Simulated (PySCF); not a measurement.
Choosing a molecule for a target property.

Species are written as SMILES; each is one conformer at its optimised geometry, gas phase, non-relativistic unless stated; the electronic structure was computed with PySCF and density fitting.

The conformers computed, where there is a choice (atom-mapped SMILES and torsion angles):
- `[CH3:1][CH2:2][n:3]1[n:4][n:5][c:6]([S:7][CH3:8])[c:9]1[CH3:10]`: C1–C2–N3–N4 -98°, N5–C6–S7–C8 -1°
- `[CH3:1][c:2]1[c:3]([F:4])[n:5][n:6][n:7]1[CH:8]([CH3:9])[CH3:10]`: N6–N7–C8–C9 61°
- `[CH3:1][C@@H:2]1[C@H:3]2[CH2:4][C@:5]1([S:6](=[O:7])(=[O:8])[OH:9])[CH2:10]2`: C4–C5–S6–O7 -66°, H–O9–S6–C5 113°
- `[CH3:1][O:2][Si@@H:3]([Cl:4])[C:5]1=[C:6]([Cl:7])[CH2:8][CH2:9]1`: C1–O2–Si3–Cl4 -173°, O2–Si3–C5–C6 66°
- `[CH3:1][S:2](=[O:3])(=[O:4])[C@@H:5]1[CH2:6][CH2:7][SiH2:8]1`: C1–S2–C5–C6 -77°
- `[CH2:1]=[CH:2][C@@H:3]1[CH2:4][C@H:5]([O:6][CH3:7])[S:8]1(=[O:9])=[O:10]`: C1–C2–C3–C4 -145°, C4–C5–O6–C7 -171°
- `[CH:1]#[C:2][CH2:3][n:4]1[n:5][cH:6][cH:7][c:8]1[F:9]`: C2–C3–N4–N5 109°

Question: Wanted: HOMO energy between -8.3 eV and -7.7 eV (PBE0/pcSseg-1) and dipole moment below 5 D (PBE0/pcSseg-1), at GFN2-xTB geometries. Which candidate meets both?
A. `Cc1c(F)nnn1C(C)C`
B. `C[C@@H]1[C@H]2C[C@]1(S(=O)(=O)O)C2`
C. `CS(=O)([C@H]1[SiH2]CC1)=O`
D. `CO[Si@@H](Cl)C1=C(Cl)CC1`
E. `CCN1N=NC(SC)=C1C`

Answer: C. Computed values:
| species | HOMO energy | dipole moment |
| --- | --- | --- |
| C[C@@H]1[C@H]2C[C@]1(S(=O)(=O)O)C2 | -8.53 eV | 4.36 D |
| CS(=O)([C@H]1[SiH2]CC1)=O | -8.02 eV | 4.19 D |
| CO[Si@@H](Cl)C1=C(Cl)CC1 | -7.42 eV | 2.15 D |
| Cc1c(F)nnn1C(C)C | -7.07 eV | 5.58 D |
| CCN1N=NC(SC)=C1C | -5.87 eV | 3.65 D |

Question: Wanted: HOMO–LUMO gap between 6.3 eV and 6.8 eV (PBE0/pcSseg-1) and smallest rotational constant below 0.85 GHz (GFN2-xTB), at GFN2-xTB geometries. Which candidate meets both?
A. `C[C@@H]1[C@H]2C[C@]1(S(=O)(=O)O)C2`
B. `C#CCn1nccc1F`
C. `CCn1nnc(SC)c1C`
D. `C=C[C@@H]1C[C@H](OC)S1(=O)=O`
E. `CC1=C(F)N=NN1C(C)C`

Answer: D. Computed values:
```
                           species  HOMO–LUMO gap  smallest rotational constant
                    CCn1nnc(SC)c1C        5.99 eV                     0.582 GHz
      C=C[C@@H]1C[C@H](OC)S1(=O)=O        6.63 eV                     0.732 GHz
                CC1=C(F)N=NN1C(C)C        6.99 eV                     0.804 GHz
                      C#CCn1nccc1F        7.47 eV                     1.086 GHz
C[C@@H]1[C@H]2C[C@]1(S(=O)(=O)O)C2        9.32 eV                     0.898 GHz
```
